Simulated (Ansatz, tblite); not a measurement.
Removing and adding an electron: Sn12Cl12O20H6²⁺ (started as a model of: [(RSn)12O14(OH)6]2+, R = Cl). The state is a singlet with charge 2. Geometry: r2SCAN-D4/def2-SVP. Ansatz, gas phase; energy differences of separate SCF runs; the oxidised species was run as a doublet alone; the reduced species was run as a doublet alone.

Cartesian coordinates in Å:
```
Sn -2.478 -2.181 0.925
Sn -3.300 0.639 -0.675
Sn -2.229 0.764 2.491
Sn -0.846 1.519 -2.721
Sn 0.941 1.728 2.561
Sn 0.525 -3.186 -0.052
Sn 0.846 -1.519 2.721
Sn -0.941 -1.728 -2.561
Sn -0.525 3.186 0.052
Sn 2.478 2.181 -0.925
Sn 3.300 -0.639 0.675
Sn 2.229 -0.764 -2.491
O -1.875 -0.182 0.642
O -0.545 -2.596 1.663
O -1.379 -2.693 -0.803
O -2.139 -0.084 -2.283
O -1.945 2.210 -1.064
O -0.314 0.130 3.112
O -0.954 2.326 1.866
O 0.314 -0.129 -3.112
O 0.545 2.596 -1.663
O 2.139 0.084 2.283
O 1.379 2.693 0.803
O 1.945 -2.210 1.064
O 0.954 -2.325 -1.866
O 1.874 0.182 -0.642
O -3.990 -1.314 -0.267
O -2.977 -1.197 2.724
O -3.754 1.468 1.212
O 3.990 1.314 0.267
O 2.977 1.197 -2.724
O 3.754 -1.468 -1.212
Cl -3.525 -4.199 1.359
Cl -5.158 1.406 -1.822
Cl -3.030 1.654 4.472
Cl -1.425 2.595 -4.654
Cl 1.627 2.953 4.366
Cl 0.916 -5.438 -0.096
Cl 1.425 -2.595 4.654
Cl -1.627 -2.953 -4.366
Cl -0.916 5.439 0.096
Cl 3.525 4.199 -1.359
Cl 5.158 -1.406 1.822
Cl 3.030 -1.654 -4.472
H -4.827 -1.720 -0.551
H -3.461 -1.560 3.485
H -4.509 2.035 1.446
H 4.827 1.719 0.551
H 3.462 1.560 -3.485
H 4.509 -2.036 -1.445
```

In the def2 sets Sn takes a core potential; there is no spin–orbit coupling. The xTB rows come from tblite. Single mean-field runs in def2-SVP are fitted with def2-universal-jkfit. HOMO above LUMO, or a gap near zero within one spin, warns that the state may not be the lowest or that an electron is smeared out.

```csv
level,−HOMO (eV),vertical IE (eV),−LUMO (eV),vertical EA (eV),HOMO–LUMO gap (eV),IE − EA (eV),remarks
GFN1-xTB,17.01,18.21,15.31,14.11,1.70,4.10,–
GFN2-xTB,17.81,19.05,16.56,15.35,1.26,3.69,–
PBE-D4/def2-SVP,12.78,14.23,10.23,8.89,2.55,5.34,gap within one spin near zero (+3 doublet)
```

(1) Estimate the rows for BLYP-D4/def2-SVP, PBE0-D4/def2-SVP.

Answers

(1) 
```json
{"level": "BLYP-D4/def2-SVP", "−HOMO (eV)": "12.52", "vertical IE (eV)": "14.00", "−LUMO (eV)": "10.03", "vertical EA (eV)": "8.73", "HOMO–LUMO gap (eV)": "2.48", "IE − EA (eV)": "5.28", "remarks": "gap within one spin near zero (+3 doublet)"}
{"level": "PBE0-D4/def2-SVP", "−HOMO (eV)": "14.32", "vertical IE (eV)": "15.39", "−LUMO (eV)": "9.59", "vertical EA (eV)": "8.65", "HOMO–LUMO gap (eV)": "4.73", "IE − EA (eV)": "6.73", "remarks": "–"}
```

   Raw xTB energy differences between charge states are shifted by several eV; the methods need an empirical correction for them.
